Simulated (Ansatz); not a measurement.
TaSe2⁺. Charge 1, multiplicity 1. Geometry r2SCAN-D4/def2-TZVP; atoms count from 1.

```xyz
3

Ta    0.333   -1.287    0.365
Se   -0.882    0.722    0.748
Se    0.549    0.565   -1.113
```

In the def2 sets Ta takes a core potential; there is no spin–orbit coupling. The restricted singlet is unstable towards broken spin symmetry in Hartree–Fock (as tested in another run); at PBE0-D4/def2-TZVP this wasn't settled. No other spin state of charge 1 was run. Another isomer (singlet) lies 1.28 eV lower at PBE0-D4/def2-TZVP; other spin states weren't run for this one.

(1) Estimate the Mulliken populations from the PBE0/def2-TZVP orbitals of Ansatz.

(2) And the Mayer bond orders between bonded heavy atoms (over 0.3)?

## Answers

(1) 
```
atom  charge (e)  d electrons
 Ta1        0.81         2.98
 Se2        0.09            –
 Se3        0.09            –
```
Mulliken values and Mayer orders depend strongly on the basis.

(2) Ta1–Se2 1.65 (2.38 Å); Ta1–Se3 1.65 (2.38 Å); Se2–Se3 1.04 (2.35 Å).
